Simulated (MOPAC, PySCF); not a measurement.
Constitutional and geometric isomers with formula CH2B2O. Isolated molecules, 0 K electronic values unless said otherwise. One relaxed conformer stands for each flexible species; it need not be the lowest. Strings in code marks are SMILES.

Quantity: vertical ionisation energy (energy after one electron is removed minus that of the parent at the parent's geometry), in eV.

Level 1: PBE-D3(BJ)/def2-TZVP // r2SCAN-D4/def2-TZVP (PySCF)
Level 2: PBE/6-31G* // r2SCAN-D4/def2-TZVP (PySCF)
Level 3: minus the HOMO energy of PM6 // r2SCAN-D4/def2-TZVP (MOPAC)
Level 4: minus the HOMO energy of SVWN5/6-31G* // r2SCAN-D4/def2-TZVP (PySCF)

| species | level 1 | level 2 | level 3 | level 4 |
|---|---|---|---|---|
| `B=C=BO` | 9.20 | 8.95 | 8.70 | 5.61 |
| `BB=C=O` | 8.81 | 8.61 | 7.91 | 5.43 |
| `[H]/B=C\B=O` | 10.04 | 9.80 | 9.54 | 6.48 |
| `C=BB=O` | 9.87 | 9.60 | 9.31 | 6.18 |
| `[H]/B=C1\BO1` | 8.80 | 8.61 | 8.47 | 5.15 |
| `OB1B=C1` | 9.95 | 9.73 | 9.32 | 6.19 |
